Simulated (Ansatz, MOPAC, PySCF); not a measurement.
Pair of molecules: HF (SMILES F) (first 2 atoms) with C2H4 (SMILES C=C); geometry from B3LYP-D3(BJ)/def2-TZVP, rigid monomers moved along the line of their centres of mass till H2···C4 is 3.96 Å.
(charge 0, multiplicity 1):
```xyz
8

F     -0.044     0.400    -0.270
H     -0.018     0.283     0.658
C      0.456    -0.752     4.455
C     -0.277     0.345     4.613
H      0.001    -1.730     4.350
H      1.538    -0.714     4.435
H      0.177     1.321     4.728
H     -1.360     0.306     4.643
```

Counterpoise-corrected where a basis set is named; no monomer relaxation. Rows marked so take none.

Frozen-core correlation. CBS: X⁻³ extrapolation of the correlation energy, Hartree–Fock from the larger set. Rows in 3-21G carry no dispersion term and start afresh at each structure. The state reached by PM7 isn't checked; PM7 holds dispersion and hydrogen-bond terms.

Codes used: Ansatz (a first-principles code); MOPAC for PM7 (differences of heats of formation); PySCF for 3-21G rows. 

Task: What is the computed interaction energy (PM7)?

Result: -0.5 kcal/mol
